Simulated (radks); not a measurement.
Spherical quantum dot in the effective-mass picture: electrons in a well V = -V0 / (1 + exp((r - R)/a)) with V0 = 4.16, R = 12.6, a = 0.67, all in effective atomic units (hartree* = m*/eps^2 hartree, bohr* = eps/m* bohr), one dielectric constant everywhere. Method: non-relativistic Kohn-Sham, LDA (Slater exchange, Perdew-Wang correlation), spin-polarised, spherical densities; computed with a radial shooting solver with Libxc functionals. Levels are named by radial order and angular momentum (1s, 1p, 1d, 2s, ...), and open shells are averaged over m. Results are scaled to m* = 0.036 and eps = 13.7, for which hartree* = 5.219 meV and bohr* = 20.14 nm.

N = 5, configuration 1s2 1p(up 3, down 0). This is the lowest configuration that the search found (a dilute case). Occupied and some empty levels:

level,occupation,eigenvalue (meV),<r> (nm)
1s up,1,-18.951,149.3
1s down,1,-18.846,148.8
1p up,3,-18.837,155.8
1p down,0,-18.731,156.1
1d up,0,-18.642,161.9
1d down,0,-18.537,162.5
1f up,0,-18.380,167.4
1f down,0,-18.277,168.1
2s up,0,-18.194,110.7
2s down,0,-18.130,109.5

Energy (meV): total -101.288, kinetic 1.6004, external -107.96, Hartree 7.8145, exchange-correlation -2.7406.
